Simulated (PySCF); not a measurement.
Si(H)(F)(Br)(NH2) (BrFH3NSi), SMILES N[SiH](F)Br. Heavy atoms are numbered as in [SiH:1]([NH2:2])([F:3])[Br:4]. Hydrogens are named by the atom that carries them.

Geometry optimised at PBE0-D3(BJ)/def2-SVP. The structure was generated by enumeration, and PubChem lists no compound with its InChIKey, so it may never have been made. One conformer was computed; it need not be the lowest.

Level of theory: PBE/pcSseg-1 in PySCF.

GIAO shieldings, no solvent; atoms alike by connectivity are averaged. δ = σ(ref) − σ: ²⁹Si against TMS (σ = 335.4 ppm); ¹⁵N against NH3 (σ = 267.0 ppm); ¹⁹F against CFCl3 (σ = 133.6 ppm); ¹H against TMS (σ = 31.49 ppm), references at their B3LYP-D3(BJ)/def2-TZVP geometries, non-relativistic (without spin–orbit terms, shifts of atoms bonded to Cl or Br come out too high).

| atoms | nucleus | count | δ (ppm) |
|---|---|---|---|
| Si1 (SiH) | ²⁹Si | 1 | [?] |
| N2 (NH2) | ¹⁵N | 1 | 53.9 |
| F3 | ¹⁹F | 1 | -121.2 |
| H on Si1 | ¹H | 1 | 5.75 |
| H on N2 | ¹H | 2 | [?] |

Task: Some entries are withheld; supply them. (Estimate from the structure and the level; the computed values follow.)

Result: 
- H on N2, δ (ppm): 1.85
- Si1 (SiH), δ (ppm): -10.7
